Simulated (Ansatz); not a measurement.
# Abstraction of F: SiH(SiH3)F2 + CBrCl2 → SiH(SiH3)F + CBrCl2F

Species: SiH(SiH3)F2, singlet; CBrCl2 `Cl[C](Cl)Br`, doublet; SiH(SiH3)F, doublet; CBrCl2F (bromodichlorofluoromethane) `FC(Cl)(Cl)Br`, singlet. A radical takes F: the energy is the difference in strength between the Si–F bond broken and the C–F bond made.

Shapes, held fixed at every level: PBE0-D4/def2-TZVP. Programs: Ansatz 0.2.0. The zero-point and thermal change to 298 K, harmonic and unscaled (PBE0-D4/def2-TZVP), is -1.3 kJ/mol.

Q: Estimate ΔH(298 K) of this reaction.

A: The highest level, CCSD(T)/def2-TZVPP, gives ΔH(298 K) = +212.8 kJ/mol; the levels span +181.7 to +218.7. The column of differences is taken from that level and isn't an error. No measured value is set beside it here. Open shells run unrestricted. Relativity is left out for Br. Outer-core shells of Br are correlated in most correlated rows, in sets that cover them unevenly.

```
               level                    kind  ΔH(298 K) (kJ/mol)  less CCSD(T)/def2-TZVPP
    SPW92/def2-TZVPP                     LDA              +181.7                    -31.1
   PBE-D4/def2-TZVPP                     GGA              +189.3                    -23.5
r2SCAN-D4/def2-TZVPP                meta-GGA              +207.7                     -5.1
  wB97X-V/def2-TZVPP  range-separated hybrid              +209.9                     -2.9
       CCSD/def2-SVP   coupled cluster or CI              +188.3                    -24.5
     CCSD/def2-TZVPP   coupled cluster or CI              +218.7                     +5.9
  CCSD(T)/def2-TZVPP   coupled cluster or CI              +212.8                      0.0
```
